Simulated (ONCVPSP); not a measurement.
# Pseudopotential generation for promethium: ONCV, PBE, scalar-relativistic.

promethium (Pm), optimised norm-conserving Vanderbilt (ONCV), made with ONCVPSP 4.0.1 (PBE, scalar-relativistic). Core [Xe], reference 4f5 6s2. Waves: 6s: rc 3.60 bohr, ncon 3, nbas 7, qcut 2 1/bohr, 2 projectors, debl 2.3 Ha; p scattering state at 0.44 Ha: rc 3.05 bohr, ncon 4, nbas 8, qcut 1.5 1/bohr, 3 projectors, debl 1 Ha; d scattering state at 0.12 Ha: rc 2.75 bohr, ncon 4, nbas 9, qcut 4 1/bohr, 1 projector; 4f: rc 1.55 bohr, ncon 4, nbas 9, qcut 9.7 1/bohr, 3 projectors, debl 1.8 Ha. Local part: polynomial inside 1.40 bohr (lpopt 5, dvloc0 3 Ha). Core correction: polynomial model core, fcfact 0.25.

In the d channel the program set the typed energies aside and used 0.050 Ha.

- Cutoffs needed: 45 Ha and 132 Ha (the cutoffs (Ha) at which the residual kinetic energy of the hardest occupied pseudo-wave falls to 1 and 0.1 mHa per electron)
- Ghost test: ghosts flagged at negative energy: s at -22.0 eV, p at -19.8 eV (a further GHOST(-) flag falls on a real empty level of the atom); GHOST(+) flagged for p at 39.8 eV, s at 66.1 eV, p at 255.6 eV, p at 452.5 eV; a true bound ghost makes a file unfit for plane-wave use
- Configuration tests: tests left out (the all-electron energies of this program are off by 10 to 40 meV for near-neutral 4f atoms)
- rms error of d²Exc/dni dnj: 20.29 mHa without and 17.55 mHa with the model core
